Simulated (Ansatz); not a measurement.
Species: C4H3N2 (charge -1, singlet). It need not be the lowest isomer of its formula. Whether it binds its extra electron was not tested at this geometry. 
Coordinates optimised at B3LYP-D3(BJ)/def2-TZVP (Ansatz, a quantum-chemistry and plane-wave program):
SMILES: [c-]1ccncn1
```xyz
9

C     -0.3574    -1.4462    -0.1865
C     -1.2892    -0.3727    -0.0777
C     -0.8959     0.9396     0.0932
N      0.3938     1.3003     0.1695
C      1.2387     0.2687     0.0637
N      0.9642    -1.0196    -0.1014
H     -2.3567    -0.5883    -0.1307
H     -1.6245     1.7517     0.1750
H      2.2983     0.5347     0.1226
```
Charge -1, spin multiplicity 1.

Basis-set convergence of Hartree-Fock and CCSD correlation energies (hartree) with Ansatz. Valence correlation only, unless marked. Spin-orbit coupling is left out. No relativistic terms.

| basis | functions | E(HF) | E(corr, CCSD) |
|---|---|---|---|
| aug-cc-pVDZ | 165 | -262.08372 | -0.89567 |
| aug-cc-pVTZ | 345 | -262.13659 | -1.04784 |
| aug-cc-pVQZ | 618 | -262.15141 | -1.09392 |

Extrapolating the two largest sets (X = 3 and 4) as X^-3: E(corr) = (64·(-1.09392) - 27·(-1.04784))/37 = -1.1275 Eh, an estimate of the basis-set limit. The largest set recovers 97.0 % of it, the smallest 79.4 %.
